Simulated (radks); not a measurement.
Problem. Zn IV, 27 electrons, occupied as [Ar] 3d9 (the NIST ground configuration). All-electron calculation, Dirac Kohn-Sham, PBEsol, spin-unpolarised, spherical densities, finite nucleus; open shells fill j = l - 1/2 first; Fermi nuclear charge, rms radius 3.9283 fm. Program: a radial shooting solver on a logarithmic mesh with Libxc functionals. Some entries of the table are withheld. Estimate them.

| orbital | occ. | eigenvalue (eV) | r(max) (bohr) | <r^2> (bohr^2) |
|---|---|---|---|---|
| 1s1/2 | 2 | -9557.035 | 0.03293 | 0.003409 |
| 2s1/2 | 2 | -1199.303 | (1) | 0.06039 |
| 2p1/2 | 2 | -1061.537 | (2) | 0.04722 |
| 2p3/2 | 4 | -1037.697 | (3) | 0.04874 |
| 3s1/2 | 2 | -170.6591 | 0.5877 | 0.5309 |
| 3p1/2 | 2 | -126.9217 | 0.5857 | 0.5773 |
| 3p3/2 | 4 | -123.8100 | 0.5938 | 0.5943 |
| 3d3/2 | 4 | -50.9085 | 0.5569 | 0.8517 |
| 3d5/2 | 5 | -50.5127 | 0.5597 | 0.8618 |
| 4s1/2 | 0 | -35.2783 | 1.762 | (4) |
| 4p1/2 | 0 | -26.5445 | 2.023 | (5) |
| 4p3/2 | 0 | -26.2588 | 2.047 | (6) |

Solution. 
(1) 2s1/2 r(max) (bohr): 0.1895
(2) 2p1/2 r(max) (bohr): 0.1502
(3) 2p3/2 r(max) (bohr): 0.1530
(4) 4s1/2 <r^2> (bohr^2): 4.558
(5) 4p1/2 <r^2> (bohr^2): 6.109
(6) 4p3/2 <r^2> (bohr^2): 6.233
